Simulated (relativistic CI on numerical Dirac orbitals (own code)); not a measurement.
**Xe II: sensitivity of the levels to the model**

Base calculation: Dirac-Coulomb-Breit CI, orbitals from a KLI potential per configuration, model QED (radiative potential, 1s self-energy scaled to tabulated hydrogen-like ionisation energies), valence Slater integrals scaled by 0.85, P86 correlation energy added to each configuration.

Configuration list (outside the closed core [Kr] 4d10): 5s2.5p5, 5s.5p6, 5s2.5p4.6s, 5s2.5p4.5d, 5s2.5p4.6p, 5s2.5p4.7s, 5s.5p5.5d, 5s2.5p4.6d, 5s2.5p4.4f, 5s2.5p4.7p, 5s2.5p4.7d, 5s2.5p4.5f, 5s2.5p4.5g, 5s2.5p4.6f, 5s2.5p4.7f, 5s2.5p3.5d2, 5s2.5p2.5d2.6s, 5s2.5p2.5d3, 5s2.5p2.5d2.6p, 5s2.5p2.5d2.7s, 5s.5p3.5d3. Double excitations out of closed p, d and f shells are left out; levels of such configurations are missing from the list, as are those of other unlisted configurations, and high levels can miss mixing partners. These lack a partner that the ground configuration has and come out too high: 5s2.5p4.6d, 5s2.5p4.4f, 5s2.5p4.7p, 5s2.5p4.7d, 5s2.5p4.5f.

Variants: (1) self-excluded LDA correlation estimate; (2) Slater integrals left unscaled; (3) non-relativistic limit; (4) one mean potential for all configurations. Shifts of the energy above 5s2.5p5 2P°_3/2, in cm⁻¹, for the lowest level and the first level of each name with at least 55 % of one term (blank where a level changes its place among those of its configuration and J or its character, or is not in the variant):

```csv
Level,Base,Δ(1),Δ(2),Δ(3),Δ(4),Measured
5s2.5p5 2P°_3/2,0.0,0.0,0.0,0.0,0.0,0.0
5s2.5p5 2P°_1/2,10442.5,+1.0,-62.9,-10442.5,-97.2,10537.0
5s2.5p4.6s 4P_5/2,97502.6,+1098.6,-89.9,+3955.2,+1734.8,93068.4
5s2.5p4.5d 4D_7/2,99576.9,+299.1,-927.9,-2700.5,+459.1,95437.7
5s2.5p4.5d 4D_5/2,99723.8,+328.4,-828.1,-2847.4,+504.8,95396.7
5s2.5p4.5d 4D_3/2,100598.5,-129.1,-1198.1,-3722.1,+118.5,96033.5
5s2.5p4.5d 4D_1/2,101552.9,+315.1,-680.4,,+433.5,
5s2.5p4.5d 4F_9/2,103720.7,+282.6,-6.7,-195.7,+484.6,
5s2.5p4.6s 4P_1/2,105903.0,+983.3,-62.5,-4445.2,+1612.5,101157.5
5s2.5p4.5d 4F_5/2,111152.3,+295.4,+64.9,-7627.3,+647.5,
5s2.5p4.5d 4F_3/2,112119.4,+310.3,+269.0,,+678.0,
5s2.5p4.6p 4P°_5/2,115230.1,+2114.3,-93.2,+1899.8,+2715.7,111958.9
5s2.5p4.6p 4D°_7/2,116900.5,+2113.8,+156.7,+2188.4,+2797.9,113705.4
5s2.5p4.6p 2D°_5/2,116902.3,+2112.8,+234.8,,+2869.0,
```

Correlation outside the listed configurations is missing or only estimated: errors of thousands of cm⁻¹ between configurations and terms are usual at this charge. Rates and lifetimes follow the computed energies and can be off by large factors. The fine structure of a lone outer electron comes out too small, for d and f at times inverted, and misplaced configurations move strength between like terms. 10 of the 17 excited levels that our extract of the measured tables holds in this range could be paired (the sources list more); they are missed by 5242 cm⁻¹ on average and 12782 at most, and levels without a partner can miss by more.

Measured levels: NIST Handbook of Basic Atomic Spectroscopic Data (Sansonetti and Martin, J. Phys. Chem. Ref. Data 34, 1559 (2005)).

Ionisation energy from the two ground configurations alone: base 21.11 eV; self-excluded LDA correlation estimate 21.27 eV; Slater integrals left unscaled 21.02 eV. The NIST ASD value (semi-empirical) is 20.975 eV.

LS names give the leading component of a level, which can be under half, so a name can repeat, a term be missing and a line seem to break the LS rules.
